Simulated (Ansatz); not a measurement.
`CO[SiH]` + `N#[C][Ga]([Cl])[Cl]` → `CO[Si]Cl` + `N#[C][GaH][Cl]` at 298.15 K and 1 bar (redistribution).

Gas-phase electronic energies from Ansatz, PBE0-D4/def2-TZVP geometries. CBS: MP2 limit from def2 TZ/QZ plus the TZ coupled-cluster correction, frozen cores. For Ga outer-core shells are correlated without core-valence functions, which leaves a few kJ/mol of doubt a bond. Scalar relativity is left out up to krypton. Each species was taken in one conformer, which may not be the lowest.

```csv
species,CCSD(T)/CBS energy (Eh),H − E (kJ/mol),S (J/(mol·K))
`CO[SiH]`,-404.67988,143.4,279.5
`N#[C][Ga]([Cl])[Cl]`,-2936.34762,47.5,350.9
`CO[Si]Cl`,-863.93892,132.7,321.4
`N#[C][GaH][Cl]`,-2477.10934,58.7,322.0
```

H − E and S are ideal-gas, rigid-rotor, harmonic terms from PBE0-D4/def2-TZVP, for one conformer and one mirror image of each species. 1 Eh = 2625.50 kJ/mol, R = 8.31446 J/(mol·K).

**Question.** By hand: ΔE, ΔH, ΔS and ΔG.

**Answer.** ΔE = (-863.93892) + (-2477.10934) − (-404.67988) − (-2936.34762) = -0.02076 Eh = -54.5 kJ/mol. Δ(H − E) = 132.7 + 58.7 − 143.4 − 47.5 = 0.5, so ΔH = -54.0 kJ/mol. ΔS = 321.4 + 322.0 − 279.5 − 350.9 = 13.0 J/(mol·K). ΔG = -54.0 − 298.15 × (13.0)/1000 = -57.9 kJ/mol.

**Question.** By hand: the equilibrium constant, and the temperature at which ΔG would vanish if ΔH and ΔS stayed fixed.

**Answer.** log₁₀ K = −ΔG/(RT ln 10) = 10.1. ΔH and −TΔS have one sign here, so there is no such temperature.

The number of gas molecules stays the same, so ΔS is small and ΔH decides. A doubt of 5 kJ/mol in ΔE shifts log₁₀ K by 0.9 here. Other conformers and mirror images would add mixing entropy, several J/(mol·K) or more a flexible species. These are equilibria of isolated gas molecules and say nothing of rates. Largest T1 diagnostic: 0.015 (customary marks: 0.02 for closed shells, 0.045 for open ones).
